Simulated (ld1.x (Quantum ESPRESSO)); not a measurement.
# Reading a pseudo-wave (nitrogen)

Columns: radius, all-electron u(r) and pseudo u(r) of the 2p shell (level -7.24 eV) of nitrogen in the configuration [He] 2s2 2p3; LDA (PZ), scalar-relativistic, RRKJ scheme, ld1.x (Quantum ESPRESSO) 7.5.

| r (bohr) | all-electron | pseudo |
| --- | --- | --- |
| 0.110 | 0.0857 | 0.0272 |
| 0.220 | 0.2453 | 0.1050 |
| 0.330 | 0.4049 | 0.2227 |
| 0.440 | 0.5385 | 0.3642 |
| 0.550 | 0.6398 | 0.5103 |
| 0.660 | 0.7100 | 0.6426 |
| 0.770 | 0.7532 | 0.7467 |
| 0.880 | 0.7744 | 0.8146 |
| 0.990 | 0.7786 | 0.8454 |
| 1.100 | 0.7698 | 0.8441 |
| 1.210 | 0.7518 | 0.8192 |
| 1.320 | 0.7272 | 0.7799 |
| 1.430 | 0.6982 | 0.7342 |
| 1.540 | 0.6665 | 0.6877 |
| 1.650 | 0.6333 | 0.6438 |
| 1.760 | 0.5995 | 0.6035 |
| 1.870 | 0.5657 | 0.5668 |
| 1.980 | 0.5325 | 0.5326 |
| 2.090 | 0.5001 | 0.5001 |
| 2.200 | 0.4688 | 0.4688 |
| 2.310 | 0.4387 | 0.4387 |
| 2.420 | 0.4101 | 0.4101 |
| 2.530 | 0.3828 | 0.3828 |
| 2.640 | 0.3570 | 0.3570 |
| 2.750 | 0.3325 | 0.3325 |
| 2.860 | 0.3095 | 0.3095 |

How many radial nodes do the two functions have?

The all-electron 2p function has n − l − 1 = 0; the pseudo-wave has 0.

At about which radius was the pseudo-wave matched?

2.20 bohr. The columns agree to 0.0005 from 1.98 bohr on; several derivatives are matched, so the curves merge somewhat inside the radius.

Is the pseudo-wave norm-conserving?

Yes: the RRKJ scheme keeps the norm inside the radius equal to the all-electron one, which fixes the energy derivative of the logarithmic derivative at the level.
